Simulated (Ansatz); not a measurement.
A search over several starts for the lowest SCF solution of the cluster Mg2Cl2⁺ at the given spin, in a small basis.

```yaml
crystal:
  periodic: [false, false, false]
  atoms:
    - {symbol: Mg, position_ang: [1.026911, -0.229476, 2.007485]}
    - {symbol: Mg, position_ang: [-1.043022, 0.146908, -2.006922]}
    - {symbol: Cl, position_ang: [1.147871, -0.185330, -0.609265]}
    - {symbol: Cl, position_ang: [-1.131761, 0.267899, 0.608692]}
basis:
  gaussian: {orbitals: def2-SVP, initial_orbitals: start.molden}
total_charge: 1
magnetization: {spin_polarized: true, initial_magnetization: 3}
hamiltonian: {xc: pbe0, dispersion: d4}
output: {orbitals: {seedname: orbitals}}
```

The file start.molden holds the orbitals of an earlier run on this structure, at another level or in another basis.

```sh
$ ansatz run in.yaml --threads 4 --pin off --events-out ev --progress --plain --max-ram 3916MiB
```

It prints (some lines left out):

```
Functional definition: PBE0
608 factors; integrals over basis functions are off by at most 1.8e-4 eV
mean field evaluation 1: about -35902.4865 eV, gradient 3.3e0 eV
mean field evaluation 2: about -35902.5465 eV, gradient 4.7e-2 eV
mean field evaluation 4: about -35902.6936 eV, gradient 1.8e-3 eV
mean field evaluation 8: about -35902.6936 eV, gradient 1.8e-5 eV
mean field evaluation 16: about -35902.6935 eV, gradient 3.6e-2 eV
mean field evaluation 32: about -35902.6936 eV, gradient 1.9e-5 eV
mean field -35902.69364624 eV, -1319.3996557796 hartree, gradient 1.9e-5 eV, S^2 3.753748; 3 other end points of the search recorded, 0 dependent functions left out
reference -35902.69368500 eV, -1319.3996572038 hartree; 30, 27 occupied and 42, 45 virtual orbitals, 608 factors
Total energy: -35902.80477159 eV, -1319.4037395609 hartree
```

It took 2.6 s on 4 threads of Arm Neoverse V1 on a shared host.

In the quartet, Cl3 and Cl4 lie 2.62 Å apart (atoms count from 1), so these atoms are partly bonded to each other. At PBE0-D4/def2-TZVP a doublet of charge 1 lies 3.55 eV below the quartet, each at its own geometry. The structure comes from a short search, and lower isomers may exist.
